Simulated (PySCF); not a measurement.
H2OSn, SMILES [OH][SnH] (connectivity only; charge and spin as stated), neutral, multiplicity 1.

The structure is a stationary point at B3LYP-D3(BJ)/def2-TZVP. The def2 effective core potentials stand for the cores of Sn; spin–orbit coupling is left out.

Computed with TDA-PBE0/def2-TZVPD in PySCF.

Vertical excitations. Isolated molecule, no solvent. State labels are in the subgroup Cs.

Computed excitation energies, oscillator strengths and character:
```csv
state,symmetry,energy (eV),λ (nm),f,main pairs
S1,A",3.19,389,0.028,HOMO→LUMO 98 %
S2,A",4.80,258,0.024,HOMO−1→LUMO 98 %
S3,A',5.17,240,0.043,HOMO→LUMO+1 91 %
S4,A',5.49,226,0.031,HOMO−2→LUMO 82 %
S5,A',6.19,200,0.237,HOMO→LUMO+2 95 %
S6,A",6.77,183,0.024,HOMO−2→LUMO+1 98 %
S7,A',7.15,174,0.164,"HOMO−1→LUMO+1 73 %, HOMO→LUMO+4 12 %"
S8,A',7.33,169,0.421,HOMO→LUMO+3 82 %
S9,A',7.53,165,0.057,HOMO→LUMO+4 83 %
S10,A",7.54,165,0.108,HOMO→LUMO+5 89 %
T1,A",2.19,566,0,HOMO→LUMO 98 %
T2,A',4.33,287,0,"HOMO−2→LUMO 77 %, HOMO→LUMO+1 21 %"
T3,A",4.34,286,0,HOMO−1→LUMO 98 %
T4,A',4.35,285,0,"HOMO→LUMO+1 72 %, HOMO−2→LUMO 22 %"
```
Triplets are in the Tamm–Dancoff approximation.
